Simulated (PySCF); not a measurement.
Species: C₉H₇FN₂.
SMILES with atom numbers: `[F:1][c:2]1[cH:3][cH:4][cH:5][cH:6][c:7]1-[n:8]1[cH:9][cH:10][cH:11][n:12]1`

Probes without a nucleus sit at each ring's centroid and 1 Å off its mean plane on both sides; NICS is minus the shielding there, NICSzz its component along the normal. Level: GIAO PBE0/pcSseg-1 (PySCF, non-relativistic, gas phase) on the GFN2-xTB geometry, one conformer.

Ring bond lengths (Å), with Mayer bond orders in brackets: C2–C3 1.382 (1.46), C3–C4 1.382 (1.43), C4–C5 1.386 (1.42), C5–C6 1.380 (1.46), C6–C7 1.396 (1.40), C7–C2 1.395 (1.34); N8–C9 1.359 (1.12), C9–C10 1.370 (1.47), C10–C11 1.406 (1.30), C11–N12 1.312 (1.55), N12–N8 1.340 (1.19).

**Question.** Give the NICS values of each ring in ppm.

**Answer.** 
```tsv
ring	type	NICS(0)	NICS(1), two faces	NICS(1)zz, two faces	rms pucker (Å)	centre to ring atoms, mean (Å)
C2–C3–C4–C5–C6–C7	6-membered carbocycle; formal bonds all aromatic	-10.2	-10.8 / -10.8	-25.5 / -25.5	0.00	1.39
N8–C9–C10–C11–N12	5-membered ring with 2 N; formal bonds all aromatic	-11.4	-10.8 / -10.8	-27.1 / -27.1	0.00	1.15
```

**Question.** What can be read from them?

**Answer.** 
- C2–C3–C4–C5–C6–C7: mean NICS(1)zz -25.5 ppm, shielded, aromatic by this magnetic criterion (flat ring, no four-coordinate atom).
- N8–C9–C10–C11–N12: mean NICS(1)zz -27.1 ppm, shielded. For a flat ring without four-coordinate atoms the NICS criterion counts such a value as aromatic.

**Question.** How equal are the bonds by HOMA? Use HOMA with the parameters of Krygowski (1993).

**Answer.** 
- C2–C3–C4–C5–C6–C7: HOMA 0.99 = 1 − EN − GEO, with mean bond length 1.387 Å, EN = α(Ropt − mean)² = 0.000 and GEO = α × variance = 0.010. The geometric and the magnetic index point the same way.
- N8–C9–C10–C11–N12: HOMA 0.92; the largest term is that of N12–N8, α(R − Ropt)² = 0.13. The geometric and the magnetic index point the same way.

**Question.** Give the inner angles of the rings and the Hirshfeld charges of the ring atoms.

**Answer.** 
- C2–C3–C4–C5–C6–C7: C2 121.7° (+0.080 e), C3 119.9° (-0.066 e), C4 119.5° (-0.047 e), C5 120.4° (-0.049 e), C6 121.2° (-0.052 e), C7 117.3° (+0.034 e); sum 720.0° against 720° for a flat convex ring.
- N8–C9–C10–C11–N12: N8 111.0° (+0.045 e), C9 107.0° (-0.022 e), C10 104.7° (-0.097 e), C11 111.0° (-0.020 e), N12 106.3° (-0.126 e); sum 540.0° against 540° for a flat convex ring.

**Question.** What are the shieldings of the ring atoms and their hydrogens in the same run (means over atoms taken as equivalent)?

**Answer.** 
```csv
atoms,environment,σ isotropic (ppm)
C2,aromatic C–F carbon,26.0
C3,aromatic CH carbon,63.9
C4,aromatic CH carbon,55.4
C5,aromatic CH carbon,56.3
C6,aromatic CH carbon,57.6
C7,aromatic carbon bearing nitrogen,54.6
N8,pyrrole-type nitrogen,28.9
C9,aromatic CH next to a ring nitrogen,52.2
C10,aromatic CH carbon,72.4
C11,aromatic CH next to a ring nitrogen,42.8
N12,pyridine-type nitrogen,-65.9
H on C3,aromatic hydrogen,24.16
H on C4,aromatic hydrogen,24.28
H on C5,aromatic hydrogen,24.14
```

The list is cut; further classes of hydrogen are left out.

Hardware: an Arm Neoverse V2 with one thread, no GPU, shared host with 96 logical CPUs at a one-minute load of 14. Cost: 43 s, 1.1 GiB resident at most. This is the whole shielding run at PBE0/pcSseg-1, SCF included.

Conformer computed: `[F:1][c:2]1[cH:3][cH:4][cH:5][cH:6][c:7]1-[n:8]1[cH:9][cH:10][cH:11][n:12]1`: C6–C7–N8–C9 174°.
